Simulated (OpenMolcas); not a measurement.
**C2HF3O2 (trifluoroacetic acid): the vertical ionisation energy from total energies**

C2HF3O2: 8 atoms, total charge 0, spin state singlet. As SMILES, `O=C(O)C(F)(F)F`. Geometry: relaxed at GFN2-xTB. This is one conformer, not always the lowest.

Both states at this one shape; open shells run unrestricted unless said. 1 Eh = 27.2114 eV.

```tsv
level	program	singlet C2HF3O2 (Eh)	doublet [C2HF3O2]+ (Eh)	HOMO of the first (eV)
HF/cc-pVDZ	OpenMolcas	-524.407005	-524.013956	-13.53
HF/aug-cc-pVDZ (RICD fitting)	OpenMolcas	-524.447462	-524.052770	-13.72
HF/cc-pVTZ (RICD fitting)	OpenMolcas	-524.579044	-524.186836	-13.65
```

Work out the vertical ionisation energy at each level.


1. HF/cc-pVDZ: -524.013956 − (-524.407005) = 0.393049 Eh = 10.70 eV; −ε(HOMO) = 13.53 eV.
2. HF/aug-cc-pVDZ (RICD fitting): -524.052770 − (-524.447462) = 0.394692 Eh = 10.74 eV; −ε(HOMO) = 13.72 eV.
3. HF/cc-pVTZ (RICD fitting): -524.186836 − (-524.579044) = 0.392208 Eh = 10.67 eV; −ε(HOMO) = 13.65 eV.

No measured value is set beside it here; the levels span 10.67 to 10.74 eV. In Hartree–Fock, −ε(HOMO) (Koopmans) exceeds the difference of totals by the orbital relaxation of the ion.
